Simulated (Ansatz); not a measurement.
Reaction (substitution at a C–B bond): `C=CBCl` + `BN[SiH3]` → `BN([SiH3])C=C` + `BCl`

Calculated with Ansatz (gas phase, PBE0-D4/def2-TZVP geometries, no zero-point term in ΔE). CCSD(T)/CBS is the MP2 limit (def2-TZVPP, def2-QZVPP) plus CCSD(T) − MP2 in def2-TZVPP, frozen cores. This one scheme is used for every species. Functionals use def2-TZVPP. One conformer a species, not always the lowest.

```csv
level,ΔE (kJ/mol)
BLYP,81.2
PBE0,76.8
```

Q: What does CCSD(T)/CBS give? (An estimate is asked.)

A: The calculation gave: +73.9 kJ/mol. The listed levels differ from it by 7.3, 2.9 kJ/mol.

Largest T1 diagnostic among the species: 0.013.

The D4 term adds −7.8 kJ/mol with B3LYP and −4.3 kJ/mol with PBE0; it sums over pairs of atoms, weighted by their polarisabilities, and B3LYP, whose exchange is more repulsive, gets the larger term. At CCSD(T), def2-SVP lies −5.4 kJ/mol from the extrapolated value and def2-TZVPP −1.1 kJ/mol.

B3LYP here is the variant with VWN-RPA as its local correlation; programs differ in this.
